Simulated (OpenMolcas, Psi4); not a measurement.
**C2HF2Ge (SMILES C#[C][Ge]([F])[F]): the vertical energy of the quartet above the doublet, rung by rung**

C2HF2Ge has 6 atoms, charge 0, and is taken as a doublet. SMILES: `C#[C][Ge]([F])[F]`. The shape is that of a PBE0-D4/def2-TZVP optimisation.

Quantity: the vertical energy of the quartet above the doublet, in eV. The values are calculated.

```
                               level                    kind     program  value (eV)
 USVWN5/6-31G* (spherical functions)                     LDA  OpenMolcas        5.43
   UPBE/6-31G* (spherical functions)                     GGA  OpenMolcas        5.17
 UM06-L/6-31G* (spherical functions)                meta-GGA  OpenMolcas        5.09
 UB3LYP/6-31G* (spherical functions)           global hybrid  OpenMolcas        5.19
 UBHLYP/6-31G* (spherical functions)           global hybrid  OpenMolcas        5.02
UM06-2X/6-31G* (spherical functions)         hybrid meta-GGA        Psi4        5.43
  UPBE0/6-31G* (spherical functions)           global hybrid  OpenMolcas        5.06
U-wB97X/6-31G* (spherical functions)  range-separated hybrid        Psi4        5.28
```

All-electron rows without a relativistic Hamiltonian named are non-relativistic. The values span 5.02 to 5.43 eV.
